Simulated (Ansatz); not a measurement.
Ansatz (a first-principles code) input (CCSD(T)/6-31G*):

Ansatz 0.2 input:
```yaml
crystal:
  periodic: [false, false, false]
  atoms:
    - {symbol: C, position_ang: [-1.72215833, -0.62157948, -0.71721603]}
    - {symbol: C, position_ang: [-0.96812166, -0.43869116, 0.36441190]}
    - {symbol: B, position_ang: [0.47176667, 0.16578953, 0.23504385]}
    - {symbol: O, position_ang: [1.19313094, 0.33036150, 1.35916345]}
    - {symbol: O, position_ang: [0.97611835, 0.51516327, -0.99384337]}
    - {symbol: H, position_ang: [-1.36539344, -0.36046647, -1.70667149]}
    - {symbol: H, position_ang: [-2.72184453, -1.03818453, -0.65383171]}
    - {symbol: H, position_ang: [-1.35228200, -0.70953087, 1.34107249]}
    - {symbol: H, position_ang: [1.86837228, 0.87665996, -0.96152436]}
basis:
  gaussian:
    orbitals: 6-31G*
magnetization: {spin_polarized: true, initial_magnetization: 1}
correlation: {method: ccsd_t, electrons: outside_noble_gas}
```

End of the output:

```
mean field evaluation 256: about -6871.3237 eV, gradient 7.9e-1 eV
mean field evaluation 288: about -6871.3628 eV, gradient 8.4e-2 eV
mean field evaluation 320: about -6868.0254 eV, gradient 1.4e-2 eV
mean field evaluation 352: about -6864.9556 eV, gradient 4.9e0 eV
mean field evaluation 384: about -6864.5680 eV, gradient 6.4e-3 eV
mean field evaluation 416: about -6864.0658 eV, gradient 3.2e-1 eV
mean field evaluation 448: about -6863.9237 eV, gradient 1.6e-2 eV
mean field evaluation 480: about -6863.5329 eV, gradient 1.1e1 eV
mean field evaluation 512: about -6868.5306 eV, gradient 1.0e1 eV
mean field -6871.37566901 eV, -252.5183982503 hartree, gradient 2.5e-6 eV, S^2 0.821397; 12 other end points of the search recorded, 0 dependent functions left out
determinant -6871.37566901 eV, -252.5183982503 hartree, with singles and doubles -6889.80853845 eV, -253.1957937081 hartree
determinant -6870.64934819 eV, -252.4917064527 hartree, with singles and doubles -6888.97110885 eV, -253.1650187378 hartree
determinant -6868.14863398 eV, -252.3998069005 hartree, with singles and doubles -6885.55066841 eV, -253.0393198701 hartree
determinant -6868.02541433 eV, -252.3952786619 hartree, with singles and doubles -6886.63042545 eV, -253.0790002094 hartree
5 core orbitals not correlated
reference -6871.37566901 eV, -252.5183982503 hartree; 14, 13 occupied and 64, 65 virtual orbitals, 805 factors
second order -17.14328983 eV of doubles, -0.00000000 eV of singles
coupled cluster: 1.19 GiB planned
cycle   1  -18.43478502 eV  change   -1.9e-3 eV  update   2.8e-3
cycle   2  -18.43578845 eV  change   -1.0e-3 eV  update   1.8e-3
cycle   3  -18.43572409 eV  change    6.4e-5 eV  update   1.1e-3
cycle   4  -18.43565478 eV  change    6.9e-5 eV  update   4.8e-4
cycle   5  -18.43698057 eV  change   -1.3e-3 eV  update   2.5e-4
cycle   6  -18.43761346 eV  change   -6.3e-4 eV  update   1.4e-4
cycle   7  -18.43749741 eV  change    1.2e-4 eV  update   9.7e-5
cycle   8  -18.43736923 eV  change    1.3e-4 eV  update   5.9e-5
cycle   9  -18.43737620 eV  change   -7.0e-6 eV  update   2.7e-5
coupled cluster: 1.19 GiB planned
perturbative correction -0.54226411 eV, -0.0199278385 hartree
Total energy: -6890.35530932 eV, -253.2158871668 hartree
```

It need not be the lowest isomer of its formula.
